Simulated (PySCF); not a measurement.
H2O3Ti, multiplicity 1. Atoms are numbered in the order given.

```xyz
6

Ti    -0.1078    -0.0440     0.0000
O      0.0951    -1.6247     0.0000
O      0.0681     0.8141    -1.5871
H      0.2612     0.4702    -2.4638
O      0.0681     0.8141     1.5871
H      0.2612     0.4702     2.4638
```

The structure is a stationary point at PBE0-D3(BJ)/def2-SVP. The multiplicity is an assumed one; other spin states were not compared. One conformer was computed; it need not be the lowest.

Calculation: TDA-CAM-B3LYP/def2-SVPD (PySCF 2.14.0).

Vertical excitations. Isolated molecule, no solvent. State labels are in the subgroup Cs.

```json
[
 {"state": "S1", "symmetry": "A\"", "energy (eV)": "4.60", "λ (nm)": "269", "f": "0.003", "main pairs": "HOMO−2→LUMO 81 %, HOMO−1→LUMO 14 %"},
 {"state": "S2", "symmetry": "A'", "energy (eV)": "4.73", "λ (nm)": "262", "f": "0.005", "main pairs": "HOMO→LUMO 75 %, HOMO−3→LUMO 11 %"},
 {"state": "S3", "symmetry": "A'", "energy (eV)": "4.91", "λ (nm)": "252", "f": "0.022", "main pairs": "HOMO−3→LUMO 65 %, HOMO−4→LUMO 22 %"},
 {"state": "S4", "symmetry": "A\"", "energy (eV)": "5.11", "λ (nm)": "243", "f": "0.011", "main pairs": "HOMO−1→LUMO 81 %, HOMO−2→LUMO 14 %"},
 {"state": "S5", "symmetry": "A'", "energy (eV)": "5.48", "λ (nm)": "226", "f": "0.022", "main pairs": "HOMO−4→LUMO 68 %, HOMO−3→LUMO 15 %, HOMO→LUMO 12 %"},
 {"state": "S6", "symmetry": "A\"", "energy (eV)": "5.59", "λ (nm)": "222", "f": "0.001", "main pairs": "HOMO−5→LUMO 92 %"},
 {"state": "S7", "symmetry": "A\"", "energy (eV)": "5.68", "λ (nm)": "218", "f": "0.001", "main pairs": "HOMO→LUMO+1 53 %, HOMO−3→LUMO+1 34 %"},
 {"state": "S8", "symmetry": "A'", "energy (eV)": "5.77", "λ (nm)": "215", "f": "0.003", "main pairs": "HOMO−2→LUMO+1 81 %"},
 {"state": "S9", "symmetry": "A'", "energy (eV)": "5.88", "λ (nm)": "211", "f": "0.003", "main pairs": "HOMO−1→LUMO+1 70 %, HOMO−2→LUMO+1 14 %"},
 {"state": "S10", "symmetry": "A\"", "energy (eV)": "5.96", "λ (nm)": "208", "f": "0.003", "main pairs": "HOMO−3→LUMO+1 38 %, HOMO−4→LUMO+1 33 %, HOMO→LUMO+1 22 %"},
 {"state": "T1", "symmetry": "A'", "energy (eV)": "4.24", "λ (nm)": "293", "f": "0", "main pairs": "HOMO→LUMO 54 %, HOMO−3→LUMO 34 %"},
 {"state": "T2", "symmetry": "A\"", "energy (eV)": "4.44", "λ (nm)": "279", "f": "0", "main pairs": "HOMO−2→LUMO 79 %, HOMO−1→LUMO 16 %"},
 {"state": "T3", "symmetry": "A'", "energy (eV)": "4.53", "λ (nm)": "274", "f": "0", "main pairs": "HOMO−3→LUMO 42 %, HOMO−4→LUMO 29 %, HOMO→LUMO 22 %"},
 {"state": "T4", "symmetry": "A\"", "energy (eV)": "4.96", "λ (nm)": "250", "f": "0", "main pairs": "HOMO−1→LUMO 80 %, HOMO−2→LUMO 16 %"}
]
```
Triplets are in the Tamm–Dancoff approximation.
